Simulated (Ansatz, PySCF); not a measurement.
ZrCl3, SMILES [Cl][Zr+]([Cl])[Cl], charge +1, multiplicity 1. Atoms are numbered in the order given.

```xyz
4

Zr     0.0000    -0.0001     0.3596
Cl     1.8548    -1.0707    -0.4049
Cl    -1.8548    -1.0707    -0.4049
Cl     0.0000     2.1415    -0.4049
```
Charge +1, spin multiplicity 1.

Geometry optimised at B3LYP-D3(BJ)/def2-SVP. The multiplicity is an assumed one; other spin states were not compared. The isomer is the one that the SMILES or the coordinates give; other isomers of the formula were not compared. The def2 effective core potentials stand for the cores of Zr; spin–orbit coupling is left out.

Two levels are set side by side: PBE-D3(BJ)/def2-SVP (Ansatz, an electronic-structure program) and B3LYP-D3(BJ)/def2-SVP (Ansatz). Each level has its own optimised geometry; the coordinates shown are those of the second. Frequencies come from the Hessian of PySCF at each geometry. Differences are taken from unrounded values.

| quantity | B3LYP-D3(BJ) | PBE-D3(BJ) | PBE-D3(BJ) minus B3LYP-D3(BJ) |
|---|---|---|---|
| mean bond length (Å) | 2.274 | 2.272 | -0.002 |
| bond Zr1–Cl2 (Å) | 2.274 | 2.272 | -0.002 |
| bond Zr1–Cl3 (Å) | 2.274 | 2.272 | -0.002 |
| bond Zr1–Cl4 (Å) | 2.274 | 2.272 | -0.002 |
| highest harmonic wavenumber (cm⁻¹) | 468 | 459 | -10 |
| mean harmonic wavenumber (cm⁻¹) | 280 | 278 | -3 |
| zero-point energy (kcal/mol) | 2.40 | 2.38 | -0.02 |
